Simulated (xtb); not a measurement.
B(H)(SiH3)2 (BH7Si2), SMILES [SiH3]B[SiH3]. All values are semi-empirical tight-binding results from xtb (GFN2-xTB unless named), good for trends rather than for accurate numbers. Geometry: GFN2-xTB.

The geometry has at least one imaginary mode, so it is a saddle point at that level.

The orbital gap comes out as 2.05 eV. The dipole moment is 1.06 D, the static polarisability (D4 model) is 73.7 bohr³ and the solvation energy, GFN2-xTB/ALPB(water) comes out as -0.7 kcal/mol. The solvation energy, GFN2-xTB/ALPB(dmf) comes out as -3.8 kcal/mol.
